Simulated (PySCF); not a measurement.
Numbering as in the mapped SMILES `[F:1][C:2]([F:3])([F:4])[C:5]([F:6])([F:7])[C:8]([F:9])([F:10])[C:11]([F:12])([F:13])[F:14]`.

One averaged value for each set of equivalent atoms, non-relativistic Hamiltonian, one conformer, no solvent model. Structure optimised with GFN2-xTB; GIAO PBE0/pcSseg-1 shieldings; PySCF 2.14.

δ = σ(ref) − σ, references computed at the same level: ¹³C (σref 186.93) vs TMS; CFCl3 for ¹⁹F (σref 170.95).

```tsv
atoms	nucleus	count	Hirshfeld charge	δ (ppm)
F6/F7/F9/F10	¹⁹F	4	-0.08	?
F1/F3/F4/F12/F13/F14	¹⁹F	6	-0.08	-93.6
C5/C8	¹³C	2	0.14	?
C2/C11	¹³C	2	0.24	126.7
```

Question: Fill in the missing shifts.

Answer: 
- C5/C8: 116.2 ppm, fully substituted sp3 carbon bonded to 2 F; 2 electronegative neighbours deshield it
- F6/F7/F9/F10: -145.6 ppm, fluorine of a CF2 group

Shifts are as computed. Against solution values, carbons near 30 ppm lie about +3 ppm off and those near 130 ppm about +5 ppm. Of 1211 compounds with measured shifts, 218 miss one by over three times the rms of a fit or turn the order of signals round; such compounds aren't used in these exercises. Unscaled 19F shifts against computed CFCl3 carry errors that often reach 10 to 50 ppm.
